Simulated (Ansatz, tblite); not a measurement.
Forces on the cluster B4H⁺ at its r2SCAN-D4/def2-TZVP geometry. Charge 1, multiplicity 1.

The xTB rows come from tblite. The restricted singlet is unstable towards broken spin symmetry in Hartree–Fock (as tested in another run); at PBE-D4/def2-TZVP this wasn't settled. Another isomer (triplet) lies 0.41 eV lower at PBE0-D4/def2-TZVP; other spin states weren't run for this one.

GFN1-xTB (tblite), largest force 1.48 eV/Å:

```xyz
5
positions Å, forces eV/Å
B    -0.406    0.278   -1.183    0.139   -0.085    0.403
B     0.098   -0.061    0.285   -0.472    0.312   -1.372
B    -0.169   -0.388    1.825    1.421   -0.074    0.008
B     1.257   -0.357    1.343   -1.120   -0.129    0.867
H    -0.780    0.526   -2.270    0.032   -0.023    0.094
```

GFN2-xTB (tblite), largest force 2.19 eV/Å:

```
B 0.241 -0.158 0.701
B -0.383 0.246 -1.115
B 2.058 0.061 -0.759
B -2.098 -0.029 0.646
H 0.181 -0.120 0.527
```

PBE-D4/def2-TZVP (Ansatz), largest force 0.27 eV/Å:

```
B 0.062 -0.041 0.180
B -0.055 0.035 -0.161
B -0.212 -0.024 0.166
B 0.270 -0.014 0.003
H -0.064 0.044 -0.188
```
